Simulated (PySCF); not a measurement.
# C₆ coefficients of unlike pairs at PBE

Calculated with PySCF 2.14 from the dipole response of each species, C₆(A,B) = (3/π) ∫ α_A(iu) α_B(iu) du, in atomic units, from isotropic polarisabilities. For ions this is the dispersion term alone; charge-induced terms of lower order in 1/R come first.

```tsv
species	configuration	basis	relativity	α (bohr³)	C₆ (like pair)
Fe⁺	[Ar] 3d6 4s1 (6D)	aug-cc-pwCVTZ-DK (10s9p7d4f3g)	spin-free X2C	24.56	122.4
In	[Kr] 4d10 5s2 5p1 (2P)	aug-cc-pwCVTZ-DK3 (10s9p7d4f1g)	spin-free X2C	79.48	818.7
Ti³⁺	[Ar] 3d1 (2D)	aug-cc-pwCVTZ (10s9p7d4f3g)	none	2.320	6.012
N²⁺	[He] 2s2 2p1 (2P)	aug-cc-pVTZ (5s4p3d2f)	none	2.588	3.683
```

Problem. Estimate C₆ for Ti³⁺ with Fe⁺.

Solution. The integral gives 21.77. The combination rule 2 C_A C_B / (C_A α_B/α_A + C_B α_A/α_B) gives 19.57 and the geometric mean 27.13.

No spin-orbit coupling is included.

The other pairs:

```tsv
pair	C₆
Ti³⁺, In	49.88
N²⁺, In	46.90
In, Fe⁺	311.8
N²⁺, Ti³⁺	4.482
N²⁺, Fe⁺	19.65
```
